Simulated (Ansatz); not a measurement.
## Worked example: C3H8Sn → C3H5 + SnH3

Species: C3H8Sn `C=C[CH2][SnH3]`, singlet; C3H5 `[CH2]C=C`, doublet; SnH3 `[SnH3]`, doublet. 

Shapes, held fixed at every level: PBE0-D4/def2-TZVP. Flexible molecules stand in one conformer, not always the lowest. Programs: Ansatz 0.2.0. The zero-point and thermal change to 298 K, harmonic and unscaled (PBE0-D4/def2-TZVP), is -13.2 kJ/mol.

At B2PLYP/def2-TZVPP; 1 Eh = 2625.50 kJ/mol:

```
species  energy (Eh)
 C3H8Sn  -333.096412
   C3H5  -117.188320
   SnH3  -215.824006
```

Question: Work out ΔH(298 K) of the reaction at this level.

Answer: 
1. Products less reactants: (-117.188320) + (-215.824006) − [(-333.096412)] = 0.084086 Eh = +220.8 kJ/mol.
2. With the thermal change: +220.8 + (-13.2) = +207.6 kJ/mol.

Other levels give +91.2 (HF/def2-SVP) to +255.1 kJ/mol (SPW92/def2-TZVPP). No measured value is set beside it here. Spin contamination: C3H5 (⟨S²⟩ up to 0.95). Open shells run unrestricted unless RO is named. For atoms past krypton def2 sets carry core potentials with scalar relativity. Correlated rows may include outer-core shells of Sn, which these sets cover unevenly.
